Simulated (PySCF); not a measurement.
C₄H₁₂Mo, SMILES [CH3][Mo]([CH3])([CH3])[CH3], multiplicity 1.

Geometry: B3LYP-D3(BJ)/def2-SVP. The multiplicity is an assumed one; other spin states were not compared. The def2 effective core potentials stand for the cores of Mo; spin–orbit coupling is left out.

Calculation: TDA-PBE0/def2-SVPD (PySCF).

Vertical excitations; the highest root listed may be one member of a degenerate set.  State labels are in the subgroup D2.

Computed excitation energies, oscillator strengths and character:
```
state  symmetry  energy (eV)  λ (nm)      f                    main pairs
-----  --------  -----------  ------  -----  ----------------------------
S1            A         0.60    2051  0.000                HOMO→LUMO 99 %
S2           B1         1.73     718  0.000              HOMO→LUMO+1 99 %
S3           B2         2.67     464  0.017  HOMO→LUMO+2 (degenerate set)
S4           B3         2.67     464  0.017  HOMO→LUMO+3 (degenerate set)
S5            A         3.60     345  0.000              HOMO→LUMO+4 99 %
S6           B1         3.82     325  0.004              HOMO−1→LUMO 99 %
T1           B1         1.24     997      0              HOMO→LUMO+1 99 %
T2           B2         1.98     627      0              HOMO→LUMO+2 98 %
```
Triplets are in the Tamm–Dancoff approximation.
